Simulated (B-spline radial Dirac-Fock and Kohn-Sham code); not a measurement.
## Binding energies of Nb⁵⁺ at several levels of theory

System: the Nb⁵⁺ ion, configuration 1s2 2s2 2p6 3s2 3p6 3d10 4s2 4p6.

The density-functional columns are spherical, spin-unpolarised Dirac-Kohn-Sham results without Breit or QED terms: −ε is minus the orbital energy of the initial state and ΔSCF the difference of two total energies. The reference in the last column comes from Dirac-Fock energy differences between relaxed states, corrected for Breit and QED terms. All numbers are from a radial finite-basis atomic code, in eV; a selection of levels is shown. For the 1s level of heavy atoms much of the gap between ΔSCF and the reference is the Breit and QED part, -50.3 eV here; for other levels the error of the functional can be larger.

```
level   LDA −ε  LDA ΔSCF   PBE −ε  PBE ΔSCF  Dirac-Fock
    K  18836.9   19105.3  18863.6   19132.8     19061.1
   L1   2691.1    2740.2   2694.1    2743.0      2780.1
   L2   2476.7    2536.6   2477.7    2537.4      2542.3
   L3   2381.1    2438.7   2381.9    2439.4      2448.1
   M1    501.7     521.4    502.8     522.4       546.7
   M2    421.0     440.8    421.3     441.1       456.6
   M3    405.5     424.9    405.8     425.2       440.8
   M4    262.4     282.7    262.1     282.3       281.9
   M5    259.5     279.7    259.2     279.3       279.2
   N1    119.2     128.7    119.1     128.6       132.6
   N2    95.76     104.7    95.60     104.5       103.3
   N3    93.35     102.1    93.22     102.0       100.9
```

Problem. Order the estimates of the K (1s) level by their distance from the Dirac-Fock value, nearest first.
A. PBE ΔSCF
B. LDA ΔSCF
C. PBE −ε
D. LDA −ε

Solution. B (44.2 eV), A (71.7 eV), C (197.5 eV), D (224.2 eV).

For the outermost level NIST gives 102.069 ± 0.006 eV (semi-empirical); the differences from it are LDA −ε -8.72, LDA ΔSCF +0.07, PBE −ε -8.85, PBE ΔSCF -0.07, Dirac-Fock -1.20 eV.

Values without a named source are computed, but for edge energies of neutral atoms, which are taken from tables.
